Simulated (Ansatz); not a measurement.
# Energy profile

The step: SnH₄ + H₂O + HF → SnH₃F ([F][SnH3]) + H₂O + H₂; bonds formed: Sn1–F9, H2–H8; bonds broken: Sn1–H2, H8–F9 (atoms numbered as in the saddle structure below).

Sn1  (-0.510, -0.931, -0.285)
H2  (1.176, -0.898, 0.772)
H3  (-0.051, -2.364, -1.092)
H4  (-1.374, -1.254, 1.151)
H5  (-1.374, 0.099, -1.328)
H6  (0.466, 1.696, 0.169)
O7  (-0.208, 1.519, 0.841)
H8  (1.465, -0.331, 0.061)
F9  (1.335, 0.329, -0.963)
H10  (-0.925, 2.136, 0.674)
(Å)

Electronic energies by CCSD(T) at an estimated basis limit (MP2 extrapolated from triple and quadruple zeta, plus CCSD(T) − MP2 in triple zeta), on PBE0-D4/def2-TZVP structures; SnH7OF, singlet; no counterpoise correction. Computed with Ansatz 0.2.0 (basis: def2-TZVPP and def2-QZVPP); correlated methods freeze the cores. Filled d shells of the heavier atoms are correlated. Core potentials replace the inner electrons of the atoms past krypton. The def2 sets are not built for correlating such inner shells, so the correlated values are less sure here. Extrapolation: Hartree–Fock as exp(−7.88 √X), correlation as X^−2.97.

Q: Give the profile in eV, counted from the separated reactants. (To be estimated.)

A: Computed:
```csv
point,eV
"separated: SnH4 (Sn1, H2, H3, H4, H5; singlet) + H2O (H6, O7, H10; singlet) + HF (H8, F9; singlet)",0.000
start structure,-0.336
saddle,0.919
end structure,-0.677
"separated: SnH3F (linked as [F][SnH3]; Sn1, H3, H4, H5, F9; singlet) + H2 (H2, H8; singlet) + H2O (H6, O7, H10; singlet)",-0.357
```

No T1 diagnostic of these runs exceeds 0.014.

For scale, one of the runs: CCSD(T)/def2-TZVPP, 210 basis functions, launched by `ansatz run in.yaml --threads 4 --pin off --events-out ev --progress --plain --max-ram 9574MiB`. Hardware: 4 CPU threads of an Arm Neoverse V2, shared host. Wall time 80 s; peak host memory 3.4 GiB.
